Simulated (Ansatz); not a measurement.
`C[SiH2][SiH2]O` + `CC(=N)O` → `CC(=N)O[SiH2]O` + `C[SiH3]`  (cleavage of the Si–Si bond)

Program: Ansatz. Geometries: PBE0-D4/def2-TZVP. ΔE: electronic, gas phase. CBS: MP2 limit from def2 TZ/QZ plus the TZ coupled-cluster correction, frozen cores. This one scheme is used for every species. DFT in def2-TZVPP. B3LYP here is the variant with VWN-RPA as its local correlation; programs differ in this. Each species was taken in one conformer, which may not be the lowest.

```json
{"level": "r2SCAN-D4", "ΔE (kJ/mol)": "-119.8", "difference from CCSD(T)/CBS": "6.6"}
{"level": "PBE0-D4", "ΔE (kJ/mol)": "-108.5", "difference from CCSD(T)/CBS": "17.9"}
{"level": "ωB97X-V", "ΔE (kJ/mol)": "-123.2", "difference from CCSD(T)/CBS": "3.2"}
{"level": "ωB97M-V", "ΔE (kJ/mol)": "-130.1", "difference from CCSD(T)/CBS": "-3.7"}
{"level": "B3LYP", "ΔE (kJ/mol)": "-120.2", "difference from CCSD(T)/CBS": "6.2"}
{"level": "HF/def2-TZVPP", "ΔE (kJ/mol)": "-140.9", "difference from CCSD(T)/CBS": "-14.5"}
{"level": "MP2/def2-TZVPP", "ΔE (kJ/mol)": "-135.8", "difference from CCSD(T)/CBS": "-9.4"}
{"level": "SCS-MP2/def2-TZVPP", "ΔE (kJ/mol)": "-136.6", "difference from CCSD(T)/CBS": "-10.2"}
{"level": "CCSD/def2-TZVPP", "ΔE (kJ/mol)": "-129.4", "difference from CCSD(T)/CBS": "-3.0"}
{"level": "CCSD(T)/def2-TZVPP", "ΔE (kJ/mol)": "-128.6", "difference from CCSD(T)/CBS": "-2.2"}
{"level": "HF/def2-QZVPP", "ΔE (kJ/mol)": "-142.2", "difference from CCSD(T)/CBS": "-15.8"}
{"level": "MP2/def2-QZVPP", "ΔE (kJ/mol)": "-135.0", "difference from CCSD(T)/CBS": "-8.6"}
{"level": "SCS-MP2/def2-QZVPP", "ΔE (kJ/mol)": "-135.6", "difference from CCSD(T)/CBS": "-9.2"}
{"level": "HF/CBS(def2)", "ΔE (kJ/mol)": "-142.4", "difference from CCSD(T)/CBS": "-16.0"}
{"level": "MP2/CBS(def2)", "ΔE (kJ/mol)": "-133.6", "difference from CCSD(T)/CBS": "-7.2"}
{"level": "CCSD/CBS(def2)", "ΔE (kJ/mol)": "-127.2", "difference from CCSD(T)/CBS": "-0.8"}
{"level": "CCSD(T)/CBS", "ΔE (kJ/mol)": "-126.4", "difference from CCSD(T)/CBS": "0"}
```

Largest T1 diagnostic among the species: 0.013.

From PBE to PBE0 (25 % exact exchange), in def2-TZVPP and without D4, ΔE moves by −8.3 kJ/mol. In def2-TZVPP, CCSD(T) changes the Hartree–Fock value by +12.3 kJ/mol (the triples alone add +0.8 kJ/mol) and MP2 by +5.1 kJ/mol.
